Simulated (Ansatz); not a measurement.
The cluster Li7H7⁺. The state is a doublet with charge 1. Geometry PBE-D4/def2-TZVP, basis def2-TZVP, Ansatz.

```xyz
14

Li    1.054   -1.377   -2.361
Li   -0.384   -0.012   -0.813
Li   -0.865   -1.761    2.687
Li   -1.428   -2.622   -0.321
Li    1.615    1.517   -0.855
Li   -2.690   -0.690    1.356
Li   -0.641    1.259    1.729
H     0.468    1.165    0.410
H    -1.392   -0.090    2.553
H     1.138    0.305   -1.990
H    -1.847   -2.353    1.356
H     2.519    3.371   -0.921
H     2.592    3.152   -1.642
H    -0.138   -1.864   -1.187
```

```csv
run,HOMO (eV),LUMO (eV)
A,-6.32,-4.18
B,-5.76,-4.81
C,-5.76,-4.30
D,-6.12,-4.40
E,-7.11,-3.35
```

B3LYP takes the VWN-RPA correlation. In the doublet, H12 and H13 lie 0.76 Å apart (atoms count from 1), so H2 has formed as a molecule. Another isomer (doublet) lies 0.20 eV lower at PBE0-D4/def2-TZVP; other spin states weren't run for this one.

HOMO and LUMO are taken over both spins.

Task: The runs used B3LYP, PBE, PBE0, r2SCAN, ωB97M-V. Estimate which is which.

Result: A PBE0 (25 % exact exchange); B PBE (0 % exact exchange); C r2SCAN (0 % exact exchange); D B3LYP (20 % exact exchange); E ωB97M-V (range-separated). Exact exchange lowers occupied and raises empty levels; among semilocal functionals meta-GGAs tend to open the gap a little, and such runs are hard to tell apart. The gap grows from 0.96 eV (PBE) to 3.76 eV (ωB97M-V).
